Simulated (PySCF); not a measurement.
**15N chemical shifts**

- coordinates at the GFN2-xTB level
- PBE0/pcSseg-1 with gauge-including orbitals
- run in PySCF
- relativity neglected, equivalent nuclei averaged, no solvent model, a single conformation

Shieldings were converted by a linear fit to measured shifts: 15N (scatter 6.3 ppm rms vs CH3NO2, solution or neat liquid). A few per cent of atoms miss by over 2 rms, more outside the fitted compound classes.

Give the 15N shifts of `C=N[SiH2][C@@H](C)CNC`, `CCN([SiH3])[Si@H](C)Cl`, `C=N[C@@H](OC)[Si@@H](N)O[SiH3]`, `CC(C)N([SiH3])[SiH2]Cl`, `CC(C)[Si@@H](Cl)[SiH2]N`.

Answers


| compound | environment | δ (ppm) |
| --- | --- | --- |
| [CH2:1]=[N:2][SiH2:3][C@@H:4]([CH3:5])[CH2:6][NH:7][CH3:8] | N2: imine nitrogen | -8.3 |
| [CH2:1]=[N:2][SiH2:3][C@@H:4]([CH3:5])[CH2:6][NH:7][CH3:8] | N7: amine nitrogen | -349.7 |
| CCN([SiH3])[Si@H](C)Cl | nitrogen bonded to C, 2 Si | -366.8 |
| [CH2:1]=[N:2][C@@H:3]([O:4][CH3:5])[Si@@H:6]([NH2:7])[O:8][SiH3:9] | N2: imine nitrogen | -29.3 |
| [CH2:1]=[N:2][C@@H:3]([O:4][CH3:5])[Si@@H:6]([NH2:7])[O:8][SiH3:9] | N7: nitrogen bonded to Si, 2 H | -365.6 |
| CC(C)N([SiH3])[SiH2]Cl | nitrogen bonded to C, 2 Si | -360.9 |
| CC(C)[Si@@H](Cl)[SiH2]N | nitrogen bonded to Si, 2 H | -397.1 |
